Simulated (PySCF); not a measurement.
Estimate the missing entries of this data sheet.

Species: C5H6B (charge -1).
InChI=1S/C5H6B/c1-2-4-6-5-3-1/h1-6H/q-1

```csv
property,level,value
point group,PBE0-D3(BJ)/def2-SVP,?
"rotational constants A, B, C",PBE0-D3(BJ)/def2-SVP,"5.511, 5.333, 2.710 GHz"
HOMO energy,CAM-B3LYP/pcSseg-2,?
LUMO energy,CAM-B3LYP/pcSseg-2,?
13C chemical shifts (computed TMS as zero) by class,GIAO CAM-B3LYP/pcSseg-2,?
1H chemical shifts (computed TMS as zero) by class,GIAO CAM-B3LYP/pcSseg-2,"7.27 (2 H), 6.68 (2 H), 5.95 (1 H), 5.09 (1 H) ppm"
"isotropic shieldings of nuclei other than C and H, by class",GIAO CAM-B3LYP/pcSseg-2,69 (1 B) ppm
largest of the computed one-bond spin–spin couplings (means over like bonds),"B3LYP/pcJ-1, spin–dipole term left out for some pairs","13C–1H +151.8, 13C–1H +142.6 (×2), 13C–1H +135.9 (×2), 11B–1H +109.5, 13C–11B +72.1 (×2), 13C–13C +65.9 (×2), 13C–13C +55.5 (×2) Hz"
```

Electronic properties: PySCF, gas phase, density fitting. Isolated species at its PBE0-D3(BJ)/def2-SVP geometry, gas phase. No diffuse functions stand in pcJ-1 and pcSseg-2, which bears on an anion's orbital energies.

Question: What is the HOMO energy?

Answer: -1.75 eV.

Question: The 13C chemical shifts (computed TMS as zero) by class?

Answer: 144.2 (2 C), 138.9 (2 C), 117.3 (1 C) ppm.

Question: What is the LUMO energy?

Answer: 5.10 eV.

Question: The point group?

Answer: C2v.

The rotational constants make it an asymmetric top with κ = (2B − A − C)/(A − C) = 0.87, nearer the oblate limit (+1). With B = h/(8π²I), that is 505.379 GHz u Å² over I, the principal moments of inertia are 91.7, 94.8 and 186.5 u Å² (most abundant isotopes); the inertial defect Ic − Ia − Ib is 0.0 u Å² (zero for a rigid planar frame, negative otherwise).
